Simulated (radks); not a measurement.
Values are calculated unless marked as measured or tabulated.
These are the eigenvalues of the occupied orbitals of an atom or ion with whole-number occupations (eV). Code: a radial shooting solver on a logarithmic mesh with Libxc functionals. Model: non-relativistic Kohn-Sham, LB94 model potential, spin-polarised, spherical densities, point nucleus.

1s down: -9651.715
1s up: -9651.601
2s down: -1326.332
2s up: -1325.450
2p down: -1192.676
2p up: -1191.821
3s up: -289.2131
3s down: -282.1889
3p up: -245.9472
3p down: -239.1002
3d up: -171.8673

Which element is it, and in what charge state? The configuration may be excited. Open shells, if any, are filled with parallel spins first.

Answer. Z = 30, zinc, charge +7: Zn7+ in [Ar] 3d5. The list shows which subshells hold electrons but not how many an open one holds; the 1s level, -354.69 hartree, gives Z - s = 26.6 by -(Z - s)^2/2, which with screening narrows Z to a few neighbours, and the depths of the outer levels then fix element, charge and occupations together.
